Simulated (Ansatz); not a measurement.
B4NH5⁺, that is closo-1-NB4 (H on N) with one electron fewer. The state is a doublet with charge 1. Geometry B3LYP-D4/def2-SVP, that of the neutral singlet; atoms count from 1.

```xyz
10

B    -0.038    1.027   -0.289
B     0.637   -0.306    0.800
N     0.788   -0.172   -0.698
B    -0.945    0.206    0.838
B    -0.608   -0.719   -0.504
H     0.079    2.125   -0.748
H     1.498   -0.679    1.542
H     1.536   -0.335   -1.361
H    -1.827    0.398    1.619
H    -1.120   -1.546   -1.199
```

(1) Estimate the Mulliken populations from the PBE0/def2-TZVP orbitals of Ansatz.

(2) Where does the spin sit?

(3) And the Mayer bond orders between heavy atoms (over 0.3)?

Results:

(1) 
```json
{"atom": "B1", "charge (e)": "-0.04", "spin (α − β)": "0.15"}
{"atom": "B2", "charge (e)": "-0.03", "spin (α − β)": "0.30"}
{"atom": "N3", "charge (e)": "-0.03", "spin (α − β)": "0.05"}
{"atom": "B4", "charge (e)": "0.09", "spin (α − β)": "0.31"}
{"atom": "B5", "charge (e)": "-0.04", "spin (α − β)": "0.15"}
{"atom": "H6", "charge (e)": "0.18", "spin (α − β)": "0.01"}
{"atom": "H7", "charge (e)": "0.20", "spin (α − β)": "0.04"}
{"atom": "H8", "charge (e)": "0.32", "spin (α − β)": "-0.01"}
{"atom": "H9", "charge (e)": "0.18", "spin (α − β)": "-0.01"}
{"atom": "H10", "charge (e)": "0.18", "spin (α − β)": "0.01"}
```
Mulliken values depend strongly on the basis.

(2) Summed by element: B 0.91, N 0.05, H 0.04, of 1 unpaired in all. Largest on single atoms: B4 0.31, B2 0.30, B1 0.15.

(3) B1–B2 0.48 (1.85 Å); B1–N3 0.93 (1.51 Å); B1–B4 0.80 (1.66 Å); B1–B5 0.36 (1.85 Å); B2–N3 0.85 (1.51 Å); B2–B4 0.80 (1.66 Å); B2–B5 0.48 (1.85 Å); N3–B5 0.93 (1.51 Å); B4–B5 0.80 (1.66 Å).
